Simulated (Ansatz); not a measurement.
`BN[SiH3]` + `[NH2][GeH3]` → `B[NH][GeH3]` + `N[SiH3]` at 500 K and 1 bar (ligand exchange at a B–N bond).

Calculated with Ansatz (gas phase, PBE0-D4/def2-TZVP geometries, no zero-point term in ΔE). CCSD(T)/CBS is the MP2 limit (def2-TZVPP, def2-QZVPP) plus CCSD(T) − MP2 in def2-TZVPP, frozen cores. This one scheme is used for every species. For Ge outer-core shells are correlated without core-valence functions, which leaves a few kJ/mol of doubt a bond. Scalar relativity is left out up to krypton.

```json
{"species": "`BN[SiH3]`", "CCSD(T)/CBS energy (Eh)": "-372.22946", "H − E (kJ/mol)": "202.1", "S (J/(mol·K))": "342.4"}
{"species": "`[NH2][GeH3]`", "CCSD(T)/CBS energy (Eh)": "-2133.81884", "H − E (kJ/mol)": "158.0", "S (J/(mol·K))": "315.9"}
{"species": "`B[NH][GeH3]`", "CCSD(T)/CBS energy (Eh)": "-2159.24687", "H − E (kJ/mol)": "198.7", "S (J/(mol·K))": "357.6"}
{"species": "`N[SiH3]`", "CCSD(T)/CBS energy (Eh)": "-346.80422", "H − E (kJ/mol)": "161.3", "S (J/(mol·K))": "303.9"}
```

H − E and S are ideal-gas, rigid-rotor, harmonic terms from PBE0-D4/def2-TZVP. 1 Eh = 2625.50 kJ/mol, R = 8.31446 J/(mol·K).

Problem. By hand: ΔE, ΔH, ΔS and ΔG.

Solution. ΔE = (-2159.24687) + (-346.80422) − (-372.22946) − (-2133.81884) = -0.00279 Eh = -7.3 kJ/mol. Δ(H − E) = 198.7 + 161.3 − 202.1 − 158.0 = -0.1, so ΔH = -7.4 kJ/mol. ΔS = 357.6 + 303.9 − 342.4 − 315.9 = 3.2 J/(mol·K). ΔG = -7.4 − 500 × (3.2)/1000 = -9.0 kJ/mol.

Problem. By hand: the equilibrium constant, and the temperature at which ΔG would vanish if ΔH and ΔS stayed fixed.

Solution. log₁₀ K = −ΔG/(RT ln 10) = 0.9. ΔH and −TΔS have one sign here, so there is no such temperature. One of them is within its doubt of zero, so this could turn.

The number of gas molecules stays the same, so ΔS is small and ΔH decides. A doubt of 5 kJ/mol in ΔE shifts log₁₀ K by 0.5 here. These are equilibria of isolated gas molecules and say nothing of rates. Largest T1 diagnostic: 0.013 (customary marks: 0.02 for closed shells, 0.045 for open ones).
